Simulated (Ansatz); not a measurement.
Energy profile

The step: Si₂H₃F₃ ([F][Si]([F])([F])[SiH3]) + H₂ → SiHF₃ ([F][SiH]([F])[F]) + SiH₄; bonds formed: Si1–H7, Si2–H6; bonds broken: Si1–Si2, H6–H7 (atoms numbered as in the saddle structure below).

```json
{"atom": "Si1", "x (Å)": "-0.6629", "y (Å)": "-1.0270", "z (Å)": "-0.3527"}
{"atom": "Si2", "x (Å)": "0.4426", "y (Å)": "1.2331", "z (Å)": "0.1907"}
{"atom": "F3", "x (Å)": "0.0789", "y (Å)": "-2.0389", "z (Å)": "-1.3188"}
{"atom": "F4", "x (Å)": "-1.3398", "y (Å)": "-1.8632", "z (Å)": "0.8091"}
{"atom": "F5", "x (Å)": "-1.8668", "y (Å)": "-0.4355", "z (Å)": "-1.2039"}
{"atom": "H6", "x (Å)": "1.4788", "y (Å)": "0.1506", "z (Å)": "0.9656"}
{"atom": "H7", "x (Å)": "0.8260", "y (Å)": "-0.5153", "z (Å)": "0.5938"}
{"atom": "H8", "x (Å)": "-0.3675", "y (Å)": "1.0081", "z (Å)": "1.4169"}
{"atom": "H9", "x (Å)": "1.2227", "y (Å)": "0.8000", "z (Å)": "-0.9985"}
{"atom": "H10", "x (Å)": "0.1881", "y (Å)": "2.6883", "z (Å)": "-0.1024"}
```

Electronic energies by CCSD(T) at an estimated basis limit (MP2 extrapolated from triple and quadruple zeta, plus CCSD(T) − MP2 in triple zeta), on PBE0-D4/def2-TZVP structures; Si2H5F3, singlet; no counterpoise correction. Program: Ansatz 0.2.0. Basis: def2-TZVPP and def2-QZVPP. Cores are frozen in the correlated methods. Extrapolation: Hartree–Fock as exp(−7.88 √X), correlation as X^−2.97.

Give the profile in eV, counted from the separated reactants. (An estimate is asked for; the value comes from the calculation.)

By the calculation:
```tsv
point	eV
separated: Si2H3F3 (linked as [F][Si]([F])([F])[SiH3]; Si1, Si2, F3, F4, F5, H8, H9, H10; singlet) + H2 (H6, H7; singlet)	0.000
start structure	-0.028
saddle	3.024
end structure	-0.346
separated: SiHF3 (linked as [F][SiH]([F])[F]; Si1, F3, F4, F5, H7; singlet) + SiH4 (Si2, H6, H8, H9, H10; singlet)	-0.317
```

T1 diagnostic: at most 0.014.

For scale, one of the runs: CCSD(T)/def2-TZVPP, 247 basis functions, launched by `ansatz run in.yaml --threads 8 --pin off --events-out ev --progress --plain --max-ram 19148MiB`. Time: 21 s of wall clock on 8 CPU threads of an Intel Xeon 6975P-C; the host was shared. Peak host memory: 5.7 GiB.
